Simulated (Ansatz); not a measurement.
Ansatz (a program for electronic structure) input:

Ansatz 0.2 input:
```yaml
crystal:
  periodic: [false, false, false]
  atoms:
    - {symbol: Si, position_ang: [-2.23566100, -0.28759779, -0.02076438]}
    - {symbol: C, position_ang: [-0.38287131, -0.22148182, -0.13447840]}
    - {symbol: C, position_ang: [0.47002485, -1.00939698, -0.82067803]}
    - {symbol: C, position_ang: [1.85298739, -0.75662036, -0.75217297]}
    - {symbol: C, position_ang: [2.07364092, 0.32271352, 0.06053758]}
    - {symbol: S, position_ang: [0.61035880, 0.96790783, 0.69268571]}
    - {symbol: H, position_ang: [-2.69743046, -1.44217926, -0.81922357]}
    - {symbol: H, position_ang: [-2.83387047, 0.96060751, -0.54762789]}
    - {symbol: H, position_ang: [-2.66180619, -0.44492047, 1.38879107]}
    - {symbol: H, position_ang: [2.62517176, -1.31746576, -1.25522624]}
    - {symbol: H, position_ang: [3.01875769, 0.77251586, 0.32176737]}
basis:
  gaussian:
    orbitals: def2-TZVPD
hamiltonian:
  xc: {name: wB97X-V}
magnetization: {spin_polarized: true, initial_magnetization: 1}
output: {forces: true}
```

Q: Predict the final energy.

A: -842.94107 Eh (wB97X-V/def2-TZVPD). The basis has 282 functions.

It need not be the lowest isomer of its formula.
